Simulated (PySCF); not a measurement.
# One molecule, several mistakes: AlB2H4O anion

All numbers below are calculated, not measured. The program is PySCF 2.14.0, an open-source quantum chemistry code, run on an isolated molecule that a program drew, which may never have been made. The molecule is AlB2H4O anion (charge -1, singlet), drawn as the SMILES string `O=B[BH2-][AlH2]`.

Each row is a Hartree-Fock (HF) and frozen-core CCSD(T) single point in the aug-cc-pV(D+d)Z basis, meant for a local HF minimum. Run 1 is clean. Each other run has one planted mistake out of seven kinds, and not every kind appears here: one electron removed, one electron added, multiplicity raised by two, geometry at a saddle point, minimal basis STO-3G, one bond length entered in bohr, all coordinates scaled. The reference is restricted for singlets and unrestricted otherwise, and also for a bond in bohr. Adding or removing an electron swaps singlet and doublet. Electrons count all cores. HOMO and LUMO are orbital energies over both spins, the gradient is its largest component, and the lowest frequency (negative if imaginary) is given only where the gradient is small. Bond lengths are over the 7 bonds as drawn. T1 is the CCSD diagnostic: over 0.02 (restricted) or 0.045 (unrestricted) a single reference is doubtful.

Geometry of the clean run:
```xyz
8
AlB2H4O anion, angstrom
O    -2.1661   -2.9675    0.2568
B    -1.3438   -2.3768   -0.4103
B    -0.1841   -1.5401   -1.3079
Al    1.0482   -0.3961    0.0016
H     0.5330   -2.3438   -1.9010
H    -0.7453   -0.7607   -2.0760
H     2.4576   -0.8646    0.6686
H     0.8011    1.1428    0.4719
```

| run | electrons | basis functions | <S^2> | HOMO (eV) | LUMO (eV) | gradient (hartree/bohr) | lowest frequency (cm^-1) | mean bond (Å) | longest bond (Å) | T1 | HF (hartree) | CCSD(T) (hartree) | mistake |
|---|---|---|---|---|---|---|---|---|---|---|---|---|---|
| 1 | 36 | 137 | 0.000 | -4.25 | 3.04 | 2.6e-05 | 52 | 1.5354 | 2.131 | 0.0171 | -368.56386 | -369.08516 | no fault |
| 2 | 36 | 28 | 0.000 | -0.14 | 14.30 | 4.4e-02 | - | 1.5354 | 2.131 | 0.0187 | -363.85048 | -364.07577 | minimal basis STO-3G |
| 3 | 36 | 137 | 2.016 | -0.91 | 3.16 | 5.1e-02 | - | 1.5354 | 2.131 | 0.0218 | -368.47133 | -368.97876 | multiplicity raised by two |
| 4 | 35 | 137 | 0.763 | -11.89 | -1.83 | 4.9e-02 | - | 1.5354 | 2.131 | 0.0213 | -368.45555 | -368.94708 | one electron removed |
| 5 | 36 | 137 | 0.772 | -2.56 | 2.79 | 1.8e-02 | - | 1.8063 | 4.027 | 0.0523 | -368.48132 | -368.98573 | one bond length entered in bohr |
| 6 | 36 | 137 | 0.000 | -4.46 | 3.04 | 8.9e-02 | - | 1.6628 | 2.308 | 0.0201 | -368.52617 | -369.05874 | ? |

**Which mistake was planted in run 6, and what did it cost?**

The mean and the longest bond both change by the same factor, 1.083, and the gradient is no longer small. So the mistake is: all coordinates scaled. Subtracting run 1 and multiplying by 627.51 kcal/mol a hartree, the energy moved by 23.7 kcal/mol in HF and 16.6 kcal/mol in CCSD(T).

Cautions from the logs. Run 5: T1 is over the limit, so its CCSD(T) energy is less reliable; run 6: T1 is over the limit, so its CCSD(T) energy is less reliable.
